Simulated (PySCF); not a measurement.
**Two-component Hartree-Fock for Ta⁶³⁺ (tantalum, charge +63)**

Start: [Ne]. Calculated with PySCF 2.14 in an uncontracted even-tempered set (17 s from 47 bohr⁻², ratio 2.4; 13 p from 60 bohr⁻², ratio 2.4; 5 d from 210 bohr⁻², ratio 2.6; 4 f from 320 bohr⁻², ratio 2.6): generalised Hartree-Fock with the X2C-1e Hamiltonian and a Gaussian nucleus; one run each with spin-orbit coupling (SO) switched off, then screened by Boettger's factors.

| spinor shell | electrons | ε, spin-free (eV) | ε, screened SO (eV) | weight of nominal j (screened SO) | rms radius, screened SO (bohr) |
| --- | --- | --- | --- | --- | --- |
| 1s1/2 | 2 | -73301.9 | -73287.3 | 1.000 | 0.0211 |
| 2s1/2 | 2 | -16946.6 | -16943.0 | 1.000 | 0.0838 |
| 2p1/2 | 2 | -15536.7 | -16476.8 | 1.000 | 0.0711 |

(1) Where does 2p3/2 lie, and what is the 2p spin-orbit splitting (screened SO)?

```json
{"quantity": "E (hartree)", "spin-free": "-10725.27175", "screened SO": "-10739.10154"}
{"quantity": "M_J", "spin-free": "0", "screened SO": "0"}
{"quantity": "⟨J²⟩", "spin-free": "0.000", "screened SO": "0.000"}
{"quantity": "⟨L²⟩", "spin-free": "0.000", "screened SO": "0.032"}
{"quantity": "⟨S²⟩", "spin-free": "0.000", "screened SO": "0.032"}
```

Breit and QED terms are absent; they matter most for the inner s and p1/2 levels.

Densities and radii are taken from the X2C orbitals without a picture-change correction, which distorts them close to the nucleus.

Without spin-orbit coupling the j labels of p, d and f shells carry no meaning; the spin-free column gives the mean over the occupied spinors of each nl shell.

Results:

(1) At -15156.6 eV, 1320.1 eV above 2p1/2.
